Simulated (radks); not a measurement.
The numbers below are computed, except where a source is named.
These are the eigenvalues of the occupied orbitals of an atom or ion with whole-number occupations (eV). Level of theory: scalar-relativistic Kohn-Sham, BLYP, spin-polarised, spherical densities, finite nucleus; Fermi nuclear charge, rms radius of each element as measured or else 0.836 A^(1/3) + 0.57 fm (a radial shooting solver on a logarithmic mesh with Libxc functionals).

orbital  eigenvalue
1s up     -31850.77
1s down   -31850.75
2s up     -5071.148
2s down   -5069.103
2p up     -4575.383
2p down   -4573.801
3s up     -1179.052
3s down   -1178.039
3p up     -1018.022
3p down   -1016.869
3d up     -775.3373
3d down   -773.5602
4s up     -365.4663
4s down   -358.7307
4p up     -312.9987
4p down   -306.2736
4d up     -234.5825

Which element is it, and in what charge state? The configuration may be excited. Open shells, if any, are filled with parallel spins first.

Answer. Z = 52, tellurium, charge +11: Te11+ in [Kr] 4d5. The list shows which subshells hold electrons but not how many an open one holds; the 1s level, -1170.5 hartree, gives Z - s = 48.4 by -(Z - s)^2/2, which with screening and relativity narrows Z to a few neighbours, and the depths of the outer levels then fix element, charge and occupations together.
